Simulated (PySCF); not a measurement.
GaH₂, SMILES [GaH2], multiplicity 2. Geometry: B3LYP-D3(BJ)/def2-TZVPD. The multiplicity is an assumed one; other spin states were not compared. The isomer is the one that the SMILES or the coordinates give; other isomers of the formula were not compared.

These are B3LYP-D3(BJ)/def2-TZVPD (PySCF) values and carry that method's errors.

Harmonic wavenumbers (cm⁻¹): 733, 1755, 1829. Rotational constants (GHz): 402.2, 130.4, 98.49; symmetry number 2.

Question: Work out the zero-point energy and the ideal-gas rigid-rotor harmonic-oscillator thermochemistry at 298.15 K and 1 atm.

Answer: ZPE = ½ Σ hcν = ½ × 4317 cm⁻¹ = 25.82 kJ/mol. H − E(el) = 36.01 kJ/mol. Entropy in J/(mol K): translation 162.04, rotation 56.14, vibration 1.15, spin 5.76, total 225.09. G − E(el) = -31.10 kJ/mol. Cp = 36.69 J/(mol K).
